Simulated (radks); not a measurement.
Values are calculated unless marked as measured or tabulated.
Question: Coherent X-ray form factor from a spherical all-electron density. Code: a radial shooting solver on a logarithmic mesh with Libxc functionals. Model: Dirac Kohn-Sham, BLYP, spin-unpolarised, spherical densities, finite nucleus; Fermi nuclear charge, rms radius of each element as measured or else 0.836 A^(1/3) + 0.57 fm.

| sin(theta)/lambda (1/angstrom) | f0 (electrons) |
|---|---|
| 0.05 | 69.739 |
| 0.1 | 66.826 |
| 0.15 | 63.445 |
| 0.2 | 60.004 |
| 0.25 | 56.556 |
| 0.3 | 53.153 |
| 0.4 | 46.795 |
| 0.5 | 41.307 |
| 0.6 | 36.671 |
| 0.8 | 29.342 |
| 1 | 24.000 |
| 1.25 | 19.544 |
| 1.5 | 16.778 |
| 2 | 13.270 |

The species is in the configuration that NIST lists as its ground one. Which atom or ion scatters so?

Answer: Neutral lutetium, [Xe] 4f14 5d1 6s2. Extrapolating in s^2 from the first two rows gives f0(0) = 70.7, near the electron count 71; among species with that count, the fall with angle is slower the higher Z, and the table is that of Z = 71; from so few rows the species is fixed only to a neighbour or two.
